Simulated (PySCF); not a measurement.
PySCF 2.14 output of a UHF calculation on a single atom or ion in aug-cc-pVQZ (7s6p4d3f2g, 84 functions), with the non-relativistic Hamiltonian (point nucleus):

```
SCF conv_tol = 1e-09
number electrons alpha = 7  beta = 5
cycle= 1 E= -199.548067750257  delta_E= -0.00168  |g|= 0.0108  |ddm|= 0.0552
cycle= 2 E= -199.548363141035  delta_E= -0.000295  |g|= 0.00466  |ddm|= 0.0248
cycle= 3 E= -199.548432481651  delta_E= -6.93e-05  |g|= 0.000422  |ddm|= 0.0212
cycle= 4 E= -199.548433343045  delta_E= -8.61e-07  |g|= 7.79e-05  |ddm|= 0.00609
cycle= 5 E= -199.548433373078  delta_E= -3e-08  |g|= 1.56e-05  |ddm|= 0.0012
cycle= 6 E= -199.548433374202  delta_E= -1.12e-09  |g|= 2.88e-06  |ddm|= 0.000204
cycle= 7 E= -199.548433374229  delta_E= -2.78e-11  |g|= 4.3e-07  |ddm|= 2.41e-05
converged SCF energy = -199.548433374229  <S^2> = 2.0000414  2S+1 = 3.0000276
```

The run itself started from symmetry-adapted Hartree-Fock orbitals and held the occupation by maximum overlap, so the iterations belong to that start.

Which element, charge and spin multiplicity is this?

Mg (magnesium, neutral), multiplicity 3; the state was [Ne] 3s1 3p1, high-spin 3P determinant (an excited configuration).
